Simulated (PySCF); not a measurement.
Two species compared at the same levels of theory.

First species: C6H7F.
InChI=1S/C6H7F/c7-6-4-2-1-3-5-6/h1-2,5H,3-4H2

Second species: C₆H₄N₂O.
SMILES: `N#CC1=CC/1=C/NC=O`

Levels: PBE0/def2-SVPD for dipole moment, HOMO energy, LUMO energy, HOMO–LUMO gap, static isotropic polarisability and electronic spatial extent ⟨r²⟩ about the centre of nuclear charge; TDDFT PBE0/def2-SVPD for lowest singlet excitation; TDA PBE0/def2-SVPD for lowest triplet excitation (Tamm–Dancoff); GFN2-xTB for rotational constant A and rotational constant C. Geometries: GFN2-xTB. Each species is one conformer at its optimised geometry, gas phase, non-relativistic unless stated. Electronic properties by PySCF.

Dipoles, sizes and rotational constants follow the conformer. The torsions of the flexible species, by atom-mapped SMILES:
- `[N:1]#[C:2][C:3]1=[CH:4][C:5]/1=[CH:6]/[NH:7][CH:8]=[O:9]`: C5–C6–N7–C8 180°, C6–N7–C8–O9 0°

**Question.** Which of the two has the higher HOMO–LUMO gap, and by how much?

**Answer.** The first: 7.11 eV against 3.61 eV, a difference of 3.50 eV.

**Question.** Which has the higher dipole moment?

**Answer.** The second: 2.76 D against 1.78 D, a difference of 0.98 D.

**Question.** Which of the two has the higher static isotropic polarisability, and by how much?

**Answer.** The second: 96.9 au against 67.1 au, a difference of 29.8 au.

**Question.** Which of the two has the higher rotational constant A, and by how much?

**Answer.** The first: 4.981 GHz against 4.071 GHz, a difference of 0.910 GHz.

**Question.** Which has the higher T1 energy?

**Answer.** The first: 4.36 eV against 1.82 eV, a difference of 2.54 eV.

**Question.** Which has the higher HOMO energy?

**Answer.** The second: -6.37 eV against -6.88 eV, a difference of 0.51 eV.

**Question.** Which of the two has the higher S1 energy, and by how much?

**Answer.** The first: 5.95 eV against 2.75 eV, a difference of 3.20 eV.

**Question.** Which has the higher ⟨r²⟩?

**Answer.** The second: 1587 bohr² against 708 bohr², a difference of 879 bohr².

On the first: No computed singlet falls in the visible range (750 to 380 nm, 1.65 to 3.26 eV); S1 lies 2.69 eV above its blue end. The 6 singlets span 5.95 to 7.42 eV, and their oscillator strengths add up to 0.03.

On the second: In wavenumbers S1 is 22200 cm⁻¹ (1 eV = 8065.54 cm⁻¹). 1 of the 6 computed singlets lies in the visible range (750 to 380 nm, 1.65 to 3.26 eV), with an oscillator strength of 0.067.
